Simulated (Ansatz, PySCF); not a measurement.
Gas-phase reaction (SMILES): C=C=C + 4 [H][H] (H2) → 3 C (CH4); energy of full hydrogenation.

Structures are relaxed separately at B3LYP-D3(BJ)/def2-TZVP in Ansatz (a first-principles code). Cores are frozen in the correlated levels unless marked. No spin-orbit coupling. No relativistic terms. CBS(X,Y): correlation extrapolated as X^-3; Hartree-Fock from the larger set. The bracket is a focal-point correction in the basis named. Thermal terms are rigid-rotor harmonic-oscillator values from B3LYP-D3(BJ) frequencies (PySCF) at 298.15 K and 1 atm. 1 Eh = 627.5095 kcal/mol.

```json
[
 {"species": "C=C=C", "E, RI-MP2/CBS(aug-cc-pVTZ,aug-cc-pVQZ)+[CCSD(T)-MP2]/aug-cc-pVTZ (Ansatz) (Eh)": "-116.49269", "E, B3LYP-D3(BJ)/def2-TZVPD (Ansatz + dftd3) (Eh)": "-116.71451", "H - E (Eh)": "0.05972", "G - E (Eh)": "0.03220"},
 {"species": "[H][H] (H2)", "E, RI-MP2/CBS(aug-cc-pVTZ,aug-cc-pVQZ)+[CCSD(T)-MP2]/aug-cc-pVTZ (Ansatz) (Eh)": "-1.17524", "E, B3LYP-D3(BJ)/def2-TZVPD (Ansatz + dftd3) (Eh)": "-1.17983", "H - E (Eh)": "0.01336", "G - E (Eh)": "-0.00144"},
 {"species": "C (CH4)", "E, RI-MP2/CBS(aug-cc-pVTZ,aug-cc-pVQZ)+[CCSD(T)-MP2]/aug-cc-pVTZ (Ansatz) (Eh)": "-40.46129", "E, B3LYP-D3(BJ)/def2-TZVPD (Ansatz + dftd3) (Eh)": "-40.53958", "H - E (Eh)": "0.04840", "G - E (Eh)": "0.02728"}
]
```

Task: Work out ΔE and ΔH, ΔG, ΔS and the equilibrium constant at 298.15 K at the first level, then ΔH at the second.

Result: 
1. ΔE = [3×(-40.46129)] - [(-116.49269) + 4×(-1.17524)] = -0.19022 Eh = -119.4 kcal/mol at RI-MP2/CBS(aug-cc-pVTZ,aug-cc-pVQZ)+[CCSD(T)-MP2]/aug-cc-pVTZ.
2. The terms H - E add up to 0.03204 Eh, so ΔH = (-0.19022 + (0.03204))×627.5095 = -99.3 kcal/mol.
3. The terms G - E add up to 0.05540 Eh, so ΔG = -84.6 kcal/mol, and ΔS = (0.03204 - (0.05540))×627509.5/298.15 = -49.2 cal/(mol K).
4. log10 K = -ΔG/(RT ln 10) = 62.0, with RT ln 10 = 1.3642 kcal/mol.
5. With ΔH and ΔS taken as constant, ΔG changes sign near ΔH/ΔS = 2020 K, a rough figure that leaves out heat capacities.
6. At B3LYP-D3(BJ)/def2-TZVPD the same steps give ΔE = -116.0 and ΔH = -95.9 kcal/mol, a shift of +3.4 from the first level.
7. Tabulated enthalpies of formation (C=C=C 45.4 kcal/mol, ATcT 1.112; [H][H] (H2) 0.0 kcal/mol, zero by definition; C (CH4) -17.8 kcal/mol, ATcT 1.112) give ΔH = -98.8, so the errors are -0.5 and +2.9 kcal/mol; the tables hold anharmonic motion, scalar relativity, which both levels lack, and core correlation, which the frozen-core level lacks.
